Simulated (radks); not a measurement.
The numbers below are computed, except where a source is named.
Task: Isoelectronic series with 18 electrons, all held in the configuration [Ar], which need not be the ground one along the series. Level of theory: Dirac Kohn-Sham, BLYP, spin-unpolarised, spherical densities, finite nucleus; Fermi nuclear charge, rms radius of each element as measured or else 0.836 A^(1/3) + 0.57 fm (a radial shooting solver on a logarithmic mesh with Libxc functionals). Total energies (hartree) and mean radii <r> (bohr):

ion,E (hartree),3p3/2,3p1/2
Ar,-529.43808,1.672,1.661
K+,-602.15236,1.432,1.423
Ca2+,-679.89910,1.262,1.254
Sc3+,-762.67626,1.133,1.126
Ti4+,-850.48779,1.030,1.023
V5+,-943.34123,0.9452,0.9387
Cr6+,-1041.24642,0.8743,0.8680
Mn7+,-1144.21516,0.8139,0.8077
Co9+,-1365.39804,0.7159,0.7097
Ni10+,-1483.64276,0.6755,0.6693
Cu11+,-1607.01138,0.6395,0.6334
Zn12+,-1735.52244,0.6073,0.6011
Ga13+,-1869.19463,0.5783,0.5720
Ge14+,-2008.04801,0.5519,0.5455
As15+,-2152.10397,0.5278,0.5214
Se16+,-2301.38409,0.5058,0.4993
Br17+,-2455.91169,0.4856,0.4790
Kr18+,-2615.71063,0.4669,0.4603
Rb19+,-2780.80610,0.4497,0.4429

Estimate the row of Fe8+.

Result: E (hartree) -1252.26085; 3p3/2 0.7616; 3p1/2 0.7554.
